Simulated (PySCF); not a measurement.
Si(H)2(F)(Me) (CH5FSi), SMILES F[SiH2]C.

The structure is a stationary point at B3LYP-D3(BJ)/def2-TZVP.

The numbers are results of PySCF with B3LYP-D3(BJ)/def2-TZVP, not measurements.

Frequencies are harmonic and unscaled.

Computed vibrational spectrum:
```
mode  ν (cm⁻¹)  IR (km/mol)  moving atoms (share of kinetic energy)
----  --------  -----------  --------------------------------------
1          162          0.3                                  H 92 %
2          245          6.4         F 37 %, H 25 %, Si 20 %, C 18 %
3          509         15.2                                  H 93 %
4          680          3.5                 C 43 %, H 39 %, Si 12 %
5          737         43.1                                  H 87 %
6          769         53.3                 H 57 %, C 24 %, Si 17 %
7          853         41.0                 F 55 %, Si 25 %, H 20 %
8          888         48.2                          H 75 %, C 18 %
9          960        245.4                         H 72 %, Si 20 %
10         983        125.5                                  H 92 %
11        1297         30.0                          H 79 %, C 21 %
12        1455          2.8                                  H 96 %
13        1460          3.4                                  H 96 %
14        2238        100.1                                  H 98 %
15        2238        161.2                                  H 96 %
16        3031          1.5                                  H 97 %
17        3099          7.4                           H 91 %, C 9 %
18        3110          5.9                           H 91 %, C 9 %
```
